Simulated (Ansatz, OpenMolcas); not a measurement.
## C5H8O2 (SMILES CC(=O)CC(C)=O): the vertical ionisation energy, rung by rung

C5H8O2: 15 atoms, total charge 0, spin state singlet. SMILES: `CC(=O)CC(C)=O`. The coordinates come from a PBE0-D4/def2-TZVP relaxation. This is one conformer, not always the lowest.

Each level gives the vertical ionisation energy (to the doublet cation) (eV). The values are calculated.

| level | kind | program | value (eV) |
| --- | --- | --- | --- |
| HF/6-31G* (spherical functions) | Hartree–Fock | Ansatz | 8.62 |
| SVWN5/6-31G* (spherical functions) | LDA | Ansatz | 8.78 |
| PBE/6-31G* (spherical functions) | GGA | Ansatz | 8.59 |
| M06-L/6-31G* (spherical functions) | meta-GGA | OpenMolcas | 8.90 |
| TPSS/6-31G* (spherical functions) | meta-GGA | OpenMolcas | 8.61 |
| B3LYP/6-31G* (spherical functions) | global hybrid | OpenMolcas | 9.10 |
| PBE0/6-31G* (spherical functions) | global hybrid | Ansatz | 9.17 |
| MP2/6-31G* (spherical functions) | perturbation theory | Ansatz | 9.93 |
| CCSD/6-31G* (spherical functions) | coupled cluster or CI | Ansatz | 9.42 |

The values span 8.59 to 9.93 eV.
